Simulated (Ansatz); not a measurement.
CH$_{6}$Cl$_{2}$O$_{2}$Si$_{2}$, SMILES `CO[Si@H](Cl)[Si@H](O)Cl`. Charge 0, multiplicity 1. Geometry: relaxed with PBE0-D4/def2-TZVP. It is one conformer, not always the lowest.

```xyz
13

C    -0.013   -0.237   -2.314
O    -0.242   -0.019   -0.934
Si    0.881   -0.230    0.239
Cl    1.428   -2.217    0.370
Si   -0.305    0.446    2.141
O    -1.888    0.115    1.887
Cl    0.031    2.472    2.337
H     0.881    0.295   -2.656
H     0.106   -1.304   -2.523
H    -0.877    0.138   -2.864
H     2.129    0.505   -0.088
H     0.070   -0.186    3.422
H    -2.199    0.220    0.984
```

Task: What is the dipole moment at r2SCAN/def2-TZVPP? (Estimate.)

Result: Ansatz gave: 2.57 D, with components (-0.11, -0.05, -2.56) D in this frame, pointing from negative to positive charge.

Task: And with PBE, B3LYP, ωB97M-V? (Best estimate.)

Result: The calculation gave: PBE 2.49 D, B3LYP 2.57 D, ωB97M-V 2.59 D.

Task: Give the Mulliken charges with r2SCAN, B3LYP, PBE in def2-TZVPP. (An estimate is asked.)

Result: Computed: 
```tsv
atom	r2SCAN	B3LYP	PBE
C1	0.00	-0.13	-0.14
O2	-0.40	-0.39	-0.31
Si3	0.49	0.48	0.39
Cl4	-0.26	-0.26	-0.23
Si5	0.55	0.53	0.45
O6	-0.39	-0.37	-0.33
Cl7	-0.25	-0.25	-0.22
H8	0.06	0.10	0.10
H9	0.07	0.11	0.11
H10	0.07	0.11	0.11
H11	-0.08	-0.08	-0.07
H12	-0.07	-0.06	-0.06
H13	0.21	0.20	0.20
```

B3LYP here is the variant with VWN-RPA as its local correlation; programs differ in this.
